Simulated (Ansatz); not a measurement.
Consider the formal exchange of groups at the Si–Si bond: `O[SiH2][SiH2][SiH2]Cl` + `C=C` → `C=C[SiH2][SiH2]Cl` + `O[SiH3]`.

Isolated molecules relaxed with PBE0-D4/def2-TZVP in Ansatz; ΔE leaves out vibrations. CCSD(T)/CBS adds triple-zeta CCSD(T) − MP2 to the extrapolated MP2 energy (def2 sets, frozen cores). This one scheme is used for every species. DFT in def2-TZVPP. Each species was taken in one conformer, which may not be the lowest.

(1) Is it downhill or uphill in electronic energy at CCSD(T)/CBS, and by how much? (Best estimate.)

(2) What do these levels give: r2SCAN-D4, PBE0, SCS-MP2/def2-TZVPP, CCSD/def2-TZVPP, MP2/def2-QZVPP, SCS-MP2/def2-QZVPP? (Best estimate.)

Largest T1 diagnostic among the species: 0.012.

## Answers

(1) The calculation gave: Nearly level: ΔE = -0.01 eV.

(2) Computed: r2SCAN-D4 0.05, PBE0 0.09, SCS-MP2/def2-TZVPP -0.10, CCSD/def2-TZVPP -0.02, MP2/def2-QZVPP -0.09, SCS-MP2/def2-QZVPP -0.10 eV.

From PBE to PBE0 (25 % exact exchange), in def2-TZVPP and without D4, ΔE moves by −0.04 eV.
